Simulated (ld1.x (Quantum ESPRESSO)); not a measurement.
# tungsten (W): TM pseudisation with PBE, fully relativistic reference atom.

tungsten (W), norm-conserving Troullier–Martins (Kleinman–Bylander form), made with ld1.x (Quantum ESPRESSO) 7.5 (PBE, fully relativistic). Core [Kr] 4d10 4f14, reference 5s2 5p6 5d4 6s2 6p0. Waves: 5s (bound): rc 1.30 bohr; 5d (bound): rc 0.55 bohr; 5p (bound): rc 1.60 bohr. Local part: the p channel. Core correction: none.

Open shells are filled in proportion to 2j + 1 (rel_dist='average').

Occupied shells without a wave of their own: 6s. They enter only through the test configuration that unscreens the potential.

All-electron outer shells of the reference configuration (PBE, scalar-relativistic, ld1.x):

```json
{"shell": "4d", "level (eV)": "-238.43", "outermost node (bohr)": "0.22", "outermost maximum (bohr)": "0.45"}
{"shell": "5s", "level (eV)": "-79.07", "outermost node (bohr)": "0.53", "outermost maximum (bohr)": "0.96"}
{"shell": "5p", "level (eV)": "-43.20", "outermost node (bohr)": "0.57", "outermost maximum (bohr)": "1.09"}
{"shell": "4f", "level (eV)": "-33.21", "outermost node (bohr)": "–", "outermost maximum (bohr)": "0.43"}
{"shell": "6s", "level (eV)": "-5.71", "outermost node (bohr)": "1.28", "outermost maximum (bohr)": "2.67"}
{"shell": "5d", "level (eV)": "-4.48", "outermost node (bohr)": "0.63", "outermost maximum (bohr)": "1.49"}
{"shell": "6p", "level (eV)": "-1.36", "outermost node (bohr)": "1.54", "outermost maximum (bohr)": "3.75"}
```

(1) Does this generation succeed?

Results:

(1) No. ld1.x (Quantum ESPRESSO) 7.5 stopped with "the pseudo-atom did not reach self-consistency". The 5d radius of 0.55 bohr lies inside the outermost node of the all-electron wave at 0.63 bohr. Before that it printed "Warning: n=3, l=2 expected 0 nodes, found 1".
